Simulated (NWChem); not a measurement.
System: BNH3OF; SMILES B(F)(N)O

```xyz
7

B     -0.0066    -0.0205     0.0000
F      1.2501    -0.5382     0.0000
O     -1.0897    -0.8661     0.0000
H     -0.8022    -1.7950     0.0000
N     -0.1785     1.3790     0.0000
H     -1.0973     1.8157     0.0000
H      0.6069     2.0251     0.0000
```
Atoms are numbered in this order, from 1.

All runs: NWChem. Pople sets run with spherical d functions. Coordinates come from a PBE-D3(BJ)/def2-SVP optimisation. Core excitations by TDA in a window of 1s orbitals, non-relativistic and unshifted: absolute energies depend strongly on the exact-exchange share.

| level | first 1s excitation (eV) | dipole oscillator strength of the first | first state with f > 0.002 (eV) | dipole oscillator strength of that state | relative time |
|---|---|---|---|---|---|
| N K edge, B3LYP/6-311G** | 388.6 | 0.0044 | 388.6 | 0.0044 | 1 |
| N K edge, PBE0/def2-TZVP | 390.2 | 0.0030 | 390.2 | 0.0030 | 5 |
| F K edge, PBE0/6-311G** | 673.1 | 0.0009 | 673.5 | 0.0123 | 1 |
| F K edge, BHandHLYP/def2-TZVP | 686.2 | 0.0015 | 686.7 | 0.0176 | 5 |

The last column is a rough cost ratio, cheapest run = 1.
